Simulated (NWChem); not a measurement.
Molecule: C₂H₇BFN; SMILES FBN(C)C

```xyz
12

B      0.7251     0.8418     0.0000
H      1.9328     0.8925     0.0000
F      0.0276     1.9850     0.0000
N      0.0524    -0.3824     0.0000
C     -1.3873    -0.4818     0.0000
C      0.7539    -1.6408     0.0000
H     -1.7504    -1.0249    -0.8910
H     -1.7504    -1.0249     0.8910
H     -1.8317     0.5215     0.0000
H      0.4999    -2.2439     0.8906
H      0.4999    -2.2439    -0.8906
H      1.8384    -1.4683     0.0000
```
Atoms are numbered in this order, from 1.

Level: PBE0/def2-SVP (NWChem), optimised geometry, unscaled harmonic frequencies. 

Task: List the harmonic frequencies with IR intensities, and the thermochemistry.

Result: 
```csv
frequency (cm⁻¹),IR intensity (km/mol)
175,0.1
210,0.0
258,3.1
258,0.1
330,8.3
385,2.0
547,7.8
872,2.3
889,33.2
1080,8.4
1083,11.8
1113,28.5
1116,0.0
1176,1.4
1264,63.3
1315,114.8
1425,0.6
1450,23.5
1456,1.6
1468,41.8
1469,19.4
1476,29.7
1583,270.2
2635,148.6
3020,40.9
3026,66.4
3087,56.6
3095,6.6
3172,9.2
3185,3.5
```

zero-point energy: 62.3 kcal/mol
thermal correction to the enthalpy at 298.15 K (with zero-point energy): 66.8 kcal/mol
heat capacity Cv: 20.7 cal/(mol K)
entropy at 298.15 K and 1 atm (symmetry number 1): 75.9 cal/(mol K)
dipole moment: 2.34 D

Rigid rotor and harmonic oscillator.
